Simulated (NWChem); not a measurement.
BeO; SMILES [Be]=[O]

```xyz
2

Be     0.0000     0.0000    -0.8849
O      0.0000     0.0000     0.4534
```
Atoms are numbered in this order, from 1.

All runs: NWChem. Geometry optimised at PBE0/def2-SVP; all other runs use it.  Vzz has the sign of the potential's second derivative.

```tsv
quantity	level	value
first 1s excitation (eV), O K edge, unshifted	PBE0/cc-pVTZ, TDA	514.6
anisotropy (bohr³), static	B3LYP/Sadlej pVTZ	2.1
−ε(HOMO) (eV)	BHandHLYP/def2-SVP	8.65
Vzz O2 (a.u.)	PBE/def2-TZVP	-0.285
vertical, lowest excitation, singlet (eV)	PBE0/aug-cc-pVDZ, full TDDFT	1.60
dipole (D)	PBE0/def2-SVP	5.99
highest harmonic frequency (cm⁻¹)	PBE0/def2-SVP	1528
```
